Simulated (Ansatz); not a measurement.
Start from `[CH3][Al]([F])[CH2]O` and change one atom or group to get `C#[C][Al]([CH3])[F]`.

Ansatz, PBE0-D4/def2-TZVP geometries, multiplicity 1. Each molecule was computed in one conformer, which needn't be the lowest.

```csv
property,`[CH3][Al]([F])[CH2]O`
HOMO energy (PBE0/def2-TZVPP) / eV,-7.04
HOMO–LUMO gap (PBE0/def2-TZVPP) / eV,6.55
size of the dipole moment (B3LYP/def2-TZVPP) / D,1.78
HOMO energy (B3LYP/def2-TZVPP) / eV,-6.83
size of the dipole moment (ωB97M-V/def2-TZVPP) / D,1.76
size of the dipole moment (PBE/def2-TZVPP) / D,1.78
```

(1) What does the change do to each property? (Estimate.)

Answers

(1) The calculation gave: 
| property | `C#[C][Al]([CH3])[F]` | shift |
| --- | --- | --- |
| HOMO energy (PBE0/def2-TZVPP) / eV | -8.32 | -1.28 |
| HOMO–LUMO gap (PBE0/def2-TZVPP) / eV | 7.15 | 0.60 |
| size of the dipole moment (B3LYP/def2-TZVPP) / D | 1.94 | 0.16 |
| HOMO energy (B3LYP/def2-TZVPP) / eV | -8.06 | -1.23 |
| size of the dipole moment (ωB97M-V/def2-TZVPP) / D | 1.91 | 0.15 |
| size of the dipole moment (PBE/def2-TZVPP) / D | 1.90 | 0.12 |

With PBE0 the HOMO falls by 1.28 eV and the LUMO falls by 0.68 eV, so the gap widens by about 0.60 eV. PBE moves the HOMO by -1.50 eV and ωB97M-V by -1.24 eV. Dipoles are sizes alone; their direction can turn.

B3LYP here is the variant with VWN-RPA as its local correlation; programs differ in this.
